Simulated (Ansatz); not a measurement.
`CCC(F)C(F)F` from Hartree–Fock to CCSD(T)

```xyz
14

C     0.344   -1.556    0.414
C     0.855   -0.133    0.575
C     0.310    0.847   -0.440
F     0.693    0.469   -1.716
C    -1.203    0.947   -0.462
F    -1.653    1.218    0.789
F    -1.583    1.967   -1.264
H    -0.724   -1.633    0.632
H     0.863   -2.226    1.102
H     0.514   -1.924   -0.600
H     0.619    0.251    1.571
H     1.944   -0.112    0.480
H     0.707    1.852   -0.260
H    -1.686    0.034   -0.821
```

The species carries charge 0 and has multiplicity 1. The structure was optimised at the PBE0-D4/def2-TZVP level. It is one conformer, not always the lowest. Frozen core, restricted reference, the Gaussian-basis code of Ansatz.

```csv
basis,HF (Eh),MP2 corr.
def2-SVP,-453.51207,-1.10735
def2-TZVPP,-454.05956,-1.42552
def2-QZVPP,-454.07943,-1.54212
```

Q: Estimate the CCSD correlation energy and the (T) correction in each basis where they were run (hartree).

A: 
```
   basis  CCSD corr.       (T)
def2-SVP    -1.16227  -0.02685
```
